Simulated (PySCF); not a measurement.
GeH5O4, SMILES [OH][Ge]([OH])([OH])[OH2+], charge +1.

Geometry: B3LYP-D3(BJ)/def2-SVP. The isomer is the one that the SMILES or the coordinates give; other isomers of the formula were not compared. Other conformers were not sampled.

Two levels are set side by side: PBE/def2-TZVP (PySCF) and B3LYP/def2-TZVP (PySCF). Same geometry, gas phase. Differences are taken from unrounded values.

```csv
quantity,B3LYP
orbital gap (eV),7.92
highest occupied level (eV),-14.38
lowest empty level (eV),-6.46
mean polarisability (bohr³),38.9
```

Question: What does PBE give, and how far is it from B3LYP? (Estimate from the structure and the level; the computed values follow.)

Answer: 
```csv
quantity,PBE,PBE minus B3LYP
orbital gap (eV),5.75,-2.17
highest occupied level (eV),-12.88,1.51
lowest empty level (eV),-7.12,-0.66
mean polarisability (bohr³),40.7,1.8
```

PBE's occupied levels lie high since its potential decays too fast outside the molecule; exact exchange lowers them and widens the gap. PBE's more diffuse valence density responds more strongly to a field. Differences between two approximate levels are no errors against the true value.

Rough cost on one machine, each run with all the roots and properties that it gave: B3LYP against PBE within a factor of 2.
